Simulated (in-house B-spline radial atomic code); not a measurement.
Tl²⁺. Computed with a B-spline radial atomic code. Model: all-electron spherical atom, spin shells full or empty, radial basis limit, no spin-orbit coupling, Breit or QED, empty-state partial waves extrapolated as (l+1/2)^-4, RPA, G0W0 and static COHSEX of the highest shell as one setting changes (uncorrelated shells keep exact exchange).

In a row where one electron alone is correlated, RPA and GW hold only self-correlation.

Without the two-electron picture change, core correlation of heavy ions comes too large.

Given: element Tl; charge 2; filled core Xe; hamiltonian one-electron scalar X2C; mean-field start LDA VWN5; highest l of empty states 9; nuclear rms radius 5.4759 fm; highest mean-field shell 6s up.

Shell: 4f 7 7, 5d 5 5, 6s 1 0 (electrons up and down).

```
lowest nl shells left uncorrelated  RPA correlation energy (hartree)  G0W0 level (eV)  G0W0 minus most complete (meV)  COHSEX level (eV)
                                 0                           -7.1672          -30.637                               0            -32.553
                                 1                           -6.9238          -30.637                             0.1            -32.552
                                 2                           -6.7084          -30.638                            -0.7            -32.555
                                 3                                 ?                ?                               ?                  ?
                                 4                           -5.8848          -30.641                            -3.6            -32.561
                                 5                                 ?                ?                               ?                  ?
                                 6                           -4.2296           -30.63                               7            -32.544
                                 7                           -4.0382          -30.651                           -13.8            -32.592
                                 8                           -3.4629          -30.653                           -15.5            -32.599
                                 9                           -2.4877          -30.626                            11.7            -32.556
                                10                            -2.285          -30.678                             -41            -32.655
                                11                          -0.98847          -30.536                           101.5            -32.432
                                12                          -0.59529          -30.485                           151.9            -32.378
                                13                         -0.015851           -29.31                          1327.2            -30.197
```

What follows for lowest nl shells left uncorrelated = 5?

RPA correlation energy -5.2622 hartree; G0W0 level -30.639 eV; G0W0 minus most complete -2.3 meV; COHSEX level -32.56 eV.

What follows for lowest nl shells left uncorrelated = 3?

RPA correlation energy -6.0861 hartree; G0W0 level -30.637 eV; G0W0 minus most complete 0.2 meV; COHSEX level -32.552 eV.
